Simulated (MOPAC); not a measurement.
Input file for MOPAC: AM1 on AlClH2 (SMILES [AlH2][Cl]), a point of a bond scan (R = 1.569 Å).

```
AM1 1SCF PRECISE CHARGE=0 THREADS=1
AlClH2

Al    -0.00485882 1    -0.35109449 1    -1.01440583 1
H     -1.39252015 1    -0.45489745 1    -1.73978610 1
H      1.37623290 1    -0.72200504 1    -1.66059972 1
Cl     0.00467364 1     0.33771358 1     0.97574480 1
```

The log:

```
*******************************************************************************
 **                                                                           **
 **                              MOPAC v23.2.5                                **
 **                                                                           **
 *******************************************************************************
 ** MOPAC's Digital Object Identifier: https://doi.org/10.5281/zenodo.6511958 **
 **                                                                           **
 ** Please cite the open-source release paper for use of this MOPAC version:  **
 ** J. E. Moussa and J. J. P. Stewart (2026)                                  **
 ** MOPAC: An open-source semiempirical molecular orbital program             **
 ** J. Open Source Softw., 11(119), 8025, https://doi.org/10.21105/joss.08025 **
 *******************************************************************************

                              AM1 CALCULATION RESULTS

 *******************************************************************************
 *  AM1        - The AM1 Hamiltonian to be used
 *
 *
 *
 *                 CHARGE ON SYSTEM = 0
 *
 *
 *
 *  PRECISE    - TIGHTER CRITERIA TO BE USED
 *  1SCF       - DO 1 SCF AND THEN STOP
 *  THREADS=1  - MULTI-THREADING NOT USED
 *  T=         - A TIME OF 172800.0 SECONDS REQUESTED
 *  DUMP=N     - RESTART FILE WRITTEN EVERY 7200.0 SECONDS REQUESTED
 *******************************************************************************
AM1 1SCF PRECISE CHARGE=0 THREADS=1
 AlClH2

   ATOM   CHEMICAL          X               Y               Z
  NUMBER   SYMBOL      (ANGSTROMS)     (ANGSTROMS)     (ANGSTROMS)

     1      Al         -0.00485882  *  -0.35109449  *  -1.01440583  *
     2       H         -1.39252015  *  -0.45489745  *  -1.73978610  *
     3       H          1.37623290  *  -0.72200504  *  -1.66059972  *
     4      Cl          0.00467364  *   0.33771358  *   0.97574480  *



          CARTESIAN COORDINATES

    NO.       ATOM           X           Y           Z

     1        Al         -0.0049     -0.3511     -1.0144
     2         H         -1.3925     -0.4549     -1.7398
     3         H          1.3762     -0.7220     -1.6606
     4        Cl          0.0047      0.3377      0.9757

  H: (AM1): M.J.S. DEWAR ET AL, J. AM. CHEM. SOC. 107 3902-3909 (1985)
 Al: (AM1): M. J. S. Dewar, A. J. Holder, Organometallics, 9, 508-511 (1990).
 Cl: (AM1): M.J.S. DEWAR AND E. G. ZOEBISCH, THEOCHEM, 180, 1 (1988).

           Empirical Formula: H2 Al Cl  =     4 atoms



      MOLECULAR POINT GROUP   :   C2v


      RHF CALCULATION, NO. OF DOUBLY OCCUPIED LEVELS = 6


 -------------------------------------------------------------------------------
 AM1 1SCF PRECISE CHARGE=0 THREADS=1
 AlClH2



     1SCF WAS SPECIFIED, SO BFGS WAS NOT USED
     SCF FIELD WAS ACHIEVED


                              AM1 CALCULATION
                                                       MOPAC v23.2.5 Linux




          FINAL HEAT OF FORMATION =        -28.31893 KCAL/MOL =    -118.48639 KJ/MOL


          COSMO AREA              =         95.04 SQUARE ANGSTROMS
          COSMO VOLUME            =         81.21 CUBIC ANGSTROMS

          IONIZATION POTENTIAL    =         10.800895 EV
          HOMO LUMO ENERGIES (EV) =        -10.801 -1.319
          NO. OF FILLED LEVELS    =          6
          MOLECULAR WEIGHT        =         64.4503         POINT GROUP:  C2v

          MOLECULAR DIMENSIONS (Angstroms)

            Atom       Atom       Distance
           Cl     4    H     2     3.15507
            H     3   Cl     4     2.49753
            H     3   Al     1     0.00000


          SCF CALCULATIONS        =          1





   ATOM   CHEMICAL          X               Y               Z
  NUMBER   SYMBOL      (ANGSTROMS)     (ANGSTROMS)     (ANGSTROMS)

     1      Al         -0.00485882  *  -0.35109449  *  -1.01440583  *
     2       H         -1.39252015  *  -0.45489745  *  -1.73978610  *
     3       H          1.37623290  *  -0.72200504  *  -1.66059972  *
     4      Cl          0.00467364  *   0.33771358  *   0.97574480  *

                             CARTESIAN COORDINATES

   1   Al       -0.004858820    -0.351094490    -1.014405830
   2    H       -1.392520150    -0.454897450    -1.739786100
   3    H        1.376232900    -0.722005040    -1.660599720
   4   Cl        0.004673640     0.337713580     0.975744800


           Empirical Formula: H2 Al Cl  =     4 atoms



      MOLECULAR POINT GROUP   :   C2v


                  EIGENVALUES
 -36.50899 -15.87724 -13.02041 -12.71701 -12.36126 -10.80089  -1.31949  -0.04213
   1.37620   2.31505


              NET ATOMIC CHARGES AND DIPOLE CONTRIBUTIONS

  ATOM NO.   TYPE          CHARGE      No. of ELECS.   s-Pop       p-Pop
    1         Al           0.328783        2.6712     1.10850     1.56272
    2          H          -0.048858        1.0489     1.04886
    3          H          -0.048858        1.0489     1.04886
    4         Cl          -0.231068        7.2311     1.97843     5.25263
 DIPOLE           X         Y         Z       TOTAL
 POINT-CHG.    -0.009    -0.653    -1.887     1.997
 HYBRID         0.003     0.214     0.619     0.655
 SUM           -0.006    -0.439    -1.268     1.341


          ATOMIC ORBITAL ELECTRON POPULATIONS

     Atom    s        px        py        pz
    1 Al   1.10850   0.81445   0.18377   0.56450
    2  H   1.04886
    3  H   1.04886
    4 Cl   1.97843   1.97829   1.82517   1.44918

 **********************
 *                    *
 * JOB ENDED NORMALLY *
 *                    *
 **********************




 == MOPAC DONE ==
```

The run finished.

Cost: very roughly 0.020 core-seconds.
